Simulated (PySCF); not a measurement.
Isomers of C2H12OP2Si2, mass 169.990 u with the commonest isotopes. Method used: PBE0/pcSseg-1 in PySCF (dipole) on a GFN2-xTB geometry, gas phase. One conformer each, none proved a minimum here; rigid rotors.

Task: Order these by rotational constant B, largest first.
A. `[CH3:1][CH2:2][Si:3]([PH2:4])([PH2:5])[O:6][SiH3:7]` with C1–C2–Si3–P4 49°, C2–Si3–P4–H 70° and 163°, C2–Si3–P5–H -170° and -77°, C2–Si3–O6–Si7 -51°
B. `[CH3:1][SiH2:2][CH2:3][O:4][SiH:5]([PH2:6])[PH2:7]` with C1–Si2–C3–O4 -59°, Si2–C3–O4–Si5 -153°, C3–O4–Si5–P6 158°, O4–Si5–P6–H 173° and 81°, O4–Si5–P7–H -99° and 168°
C. `[SiH3:1][CH2:2][O:3][CH2:4][SiH:5]([PH2:6])[PH2:7]` with Si1–C2–O3–C4 177°, C2–O3–C4–Si5 -169°, O3–C4–Si5–P6 131°, C4–Si5–P6–H 87° and 180°, C4–Si5–P7–H -80° and -173°
D. `[CH3:1][SiH:2]([CH3:3])[O:4][SiH:5]([PH2:6])[PH2:7]` with C1–Si2–O4–Si5 171°, Si2–O4–Si5–P6 57°, O4–Si5–P6–H 178° and 85°, O4–Si5–P7–H -21° and 72°

Result: A (896.1 MHz), D (707.2 MHz), B (629.6 MHz), C (527.9 MHz).

Task: Order these by rotational constant A, largest first.
A. `[SiH3:1][CH2:2][O:3][CH2:4][SiH:5]([PH2:6])[PH2:7]` with Si1–C2–O3–C4 177°, C2–O3–C4–Si5 -169°, O3–C4–Si5–P6 131°, C4–Si5–P6–H 87° and 180°, C4–Si5–P7–H -80° and -173°
B. `[PH2:1][SiH2:2][CH2:3][CH2:4][O:5][SiH2:6][PH2:7]` with H–P1–Si2–C3 -162° and -70°, P1–Si2–C3–C4 -41°, Si2–C3–C4–O5 -43°, C3–C4–O5–Si6 -151°, C4–O5–Si6–P7 35°
C. `[CH3:1][CH2:2][Si:3]([PH2:4])([PH2:5])[O:6][SiH3:7]` with C1–C2–Si3–P4 49°, C2–Si3–P4–H 70° and 163°, C2–Si3–P5–H -170° and -77°, C2–Si3–O6–Si7 -51°
D. `[CH3:1][SiH:2]([CH3:3])[O:4][SiH:5]([PH2:6])[PH2:7]` with C1–Si2–O4–Si5 171°, Si2–O4–Si5–P6 57°, O4–Si5–P6–H 178° and 85°, O4–Si5–P7–H -21° and 72°
E. `[CH3:1][SiH2:2][CH2:3][O:4][SiH:5]([PH2:6])[PH2:7]` with C1–Si2–C3–O4 -59°, Si2–C3–O4–Si5 -153°, C3–O4–Si5–P6 158°, O4–Si5–P6–H 173° and 81°, O4–Si5–P7–H -99° and 168°

Result: B (2419 MHz), A (2301 MHz), E (1517 MHz), D (1451 MHz), C (1044 MHz).

Task: Order these by out-of-plane moment Σ m c² = (Ia + Ib − Ic)/2, largest first.
A. `[SiH3:1][CH2:2][O:3][CH2:4][SiH:5]([PH2:6])[PH2:7]` with Si1–C2–O3–C4 177°, C2–O3–C4–Si5 -169°, O3–C4–Si5–P6 131°, C4–Si5–P6–H 87° and 180°, C4–Si5–P7–H -80° and -173°
B. `[CH3:1][SiH:2]([CH3:3])[O:4][SiH:5]([PH2:6])[PH2:7]` with C1–Si2–O4–Si5 171°, Si2–O4–Si5–P6 57°, O4–Si5–P6–H 178° and 85°, O4–Si5–P7–H -21° and 72°
C. `[CH3:1][CH2:2][Si:3]([PH2:4])([PH2:5])[O:6][SiH3:7]` with C1–C2–Si3–P4 49°, C2–Si3–P4–H 70° and 163°, C2–Si3–P5–H -170° and -77°, C2–Si3–O6–Si7 -51°
D. `[CH3:1][SiH2:2][CH2:3][O:4][SiH:5]([PH2:6])[PH2:7]` with C1–Si2–C3–O4 -59°, Si2–C3–O4–Si5 -153°, C3–O4–Si5–P6 158°, O4–Si5–P6–H 173° and 81°, O4–Si5–P7–H -99° and 168°
E. `[PH2:1][SiH2:2][CH2:3][CH2:4][O:5][SiH2:6][PH2:7]` with H–P1–Si2–C3 -162° and -70°, P1–Si2–C3–C4 -41°, Si2–C3–C4–O5 -43°, C3–C4–O5–Si6 -151°, C4–O5–Si6–P7 35°

Result: C (179.53 u·Å²), B (90.99 u·Å²), E (54.70 u·Å²), D (50.51 u·Å²), A (48.84 u·Å²).

| SMILES | point group | Ia (u·Å²) | Ib (u·Å²) | Ic (u·Å²) | κ | μa (D) | μb (D) | μc (D) |
| --- | --- | --- | --- | --- | --- | --- | --- | --- |
| CC[Si](P)(P)O[SiH3] | C1 | 483.91 | 563.98 | 688.82 | 0.05 | 0.10 | 0.15 | 0.58 |
| C[SiH](C)O[SiH](P)P | C1 | 348.21 | 714.62 | 880.84 | -0.70 | 1.23 | 0.08 | 0.06 |
| [SiH3]COC[SiH](P)P | C1 | 219.60 | 957.32 | 1079.25 | -0.93 | 0.01 | 1.50 | 1.32 |
| P[SiH2]CCO[SiH2]P | C1 | 208.96 | 962.68 | 1062.24 | -0.95 | 0.44 | 0.28 | 0.89 |
| C[SiH2]CO[SiH](P)P | C1 | 333.09 | 802.71 | 1034.77 | -0.73 | 0.25 | 0.31 | 1.97 |
